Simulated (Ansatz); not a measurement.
C₂H₅Cl₂Si, doublet, geometry from GFN2-xTB; Ansatz (a quantum-chemistry and plane-wave program) with PBE0/3-21G.

Ansatz was given this input:
Ansatz 0.2 input:
```yaml
crystal:
  periodic: [false, false, false]
  atoms:
    - {symbol: C, position_ang: [-1.30812215, -1.52127764, -0.54406338]}
    - {symbol: Si, position_ang: [0.01262226, -0.32473758, -0.06082586]}
    - {symbol: C, position_ang: [1.73881233, -1.12320320, 0.11087430]}
    - {symbol: Cl, position_ang: [-0.46846581, 0.51463813, 1.72890142]}
    - {symbol: Cl, position_ang: [0.13777144, 1.13737520, -1.46996919]}
    - {symbol: H, position_ang: [-1.54162794, -1.73775962, -1.57106094]}
    - {symbol: H, position_ang: [-1.87363874, -2.07880668, 0.18082678]}
    - {symbol: H, position_ang: [1.73631846, -1.90049328, 0.86868372]}
    - {symbol: H, position_ang: [2.48251296, -0.38326933, 0.39586340]}
    - {symbol: H, position_ang: [2.05738669, -1.57068661, -0.82546441]}
basis:
  gaussian:
    orbitals: 3-21G.json
hamiltonian:
  xc: pbe0
magnetization: {spin_polarized: true, initial_magnetization: 1}
scf: {lower_state_search: off}
```
The basis file holds 3-21G in the JSON format of the Basis Set Exchange.

What the program printed (banner, timings and long lists left out):

```
Functional definition: PBE0
these checks for a lower state are left out or cut short: stability, starts, cluster_reference, orbital_swaps, neighbouring_geometries, increment
780 factors; integrals over basis functions are off by at most 9.4e-4 eV
mean field evaluation 1: about -34887.4073 eV, gradient 2.9e1 eV
mean field evaluation 2: about -34887.6037 eV, gradient 2.7e1 eV
mean field evaluation 4: about -34891.4089 eV, gradient 7.6e-1 eV
mean field evaluation 8: about -34891.4732 eV, gradient 4.1e-2 eV
mean field evaluation 16: about -34891.4732 eV, gradient 3.9e-6 eV
mean field -34891.47319075 eV, -1282.2379894700 hartree, gradient 3.8e-6 eV, S^2 0.753673; 0 other end points of the search recorded, 0 dependent functions left out
reference -34891.47321351 eV, -1282.2379903066 hartree; 33, 32 occupied and 34, 35 virtual orbitals, 780 factors
Total energy: -34891.47321351 eV, -1282.2379903066 hartree
Checks for a lower state left out: stability, starts, cluster_reference, orbital_swaps, neighbouring_geometries, increment
```
